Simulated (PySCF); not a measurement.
A PySCF script (with the pyscf-properties extension) for the NMR shieldings of `InChI=1S/C5H5BF2O2S/c1-11(9)5-3-2-4(10-5)6(7)8/h2-3H,1H3/t11-/m1/s1`, on a GFN2-xTB geometry:

```python
import basis_set_exchange as bse
import numpy as np
from pyscf import gto, dft
from pyscf.prop import nmr

atoms = """
C     2.609615    0.752596    0.285529
S     2.094149   -0.479367   -0.996643
O     2.652953   -1.761942   -0.586554
C     0.372310   -0.520329   -0.420711
C    -0.359486   -1.552013    0.106864
C    -1.653677   -1.038087    0.292751
C    -1.639469    0.274349   -0.142854
B    -2.762938    1.320305   -0.175865
F    -3.980822    1.031720    0.243239
F    -2.600813    2.554235   -0.606941
O    -0.382349    0.570606   -0.582678
H     1.996358    1.638495    0.170061
H     2.489709    0.312237    1.269059
H     3.654031    0.989454    0.110696
H     0.006833   -2.532419    0.329286
H    -2.504002   -1.550897    0.693350
"""
names = dict.fromkeys(["C", "S", "O", "B", "F", "H"], "pcSseg-1")
basis = {el: gto.basis.parse(bse.get_basis(n, elements=[el], fmt="nwchem")) for el, n in names.items()}
mol = gto.M(atom=atoms, basis=basis, charge=0, verbose=0)
mf = dft.RKS(mol, xc="PBE0")
mf.grids.level = 2
mf.grids.alignment = dft.numint.BLKSIZE   # the property module wants whole blocks of grid points
mf.conv_tol = 1e-9
mf.kernel()

calc = nmr.RKS(mf)   # GIAO
C = mf.mo_coeff
Co = C[:, mf.mo_occ > 0]
resp = mf.gen_response(singlet=True, hermi=2)
def vind(x):   # induced exchange potential for any number of trial vectors
    d = np.einsum("pi,xij,qj->xpq", C, 2 * x.reshape(-1, C.shape[1], Co.shape[1]), Co, optimize=True)
    return np.einsum("xpq,pi,qj->xij", resp(d - d.transpose(0, 2, 1)), C, Co, optimize=True).ravel()
mo1, _ = nmr.rhf.solve_mo1(calc, with_cphf=vind)
sigma = calc.kernel(mo1)
for i, s in enumerate(sigma):   # ppm
    print("%2d %-2s %9.2f" % (i, mol.atom_pure_symbol(i), np.trace(s) / 3))
```

Problem. What does it print?

Solution. 
```
 0 C     137.00
 1 S     172.04
 2 O     299.09
 3 C       6.56
 4 C      68.26
 5 C      46.83
 6 C      31.76
 7 B      80.63
 8 F     268.68
 9 F     262.56
10 O      22.57
11 H      29.24
12 H      29.03
13 H      28.75
14 H      24.37
15 H      23.82
```

These numbers come from an equivalent density-fitted implementation of the same equations, which agrees with the script to about 0.01 ppm for H and up to a few tenths of a ppm for heavy atoms, so last digits may differ.

Size and cost of the density-fitted run: 219 basis functions, 85 s wall time on 1 thread of an Arm Neoverse N1, shared host; peak memory 0.96 GiB.
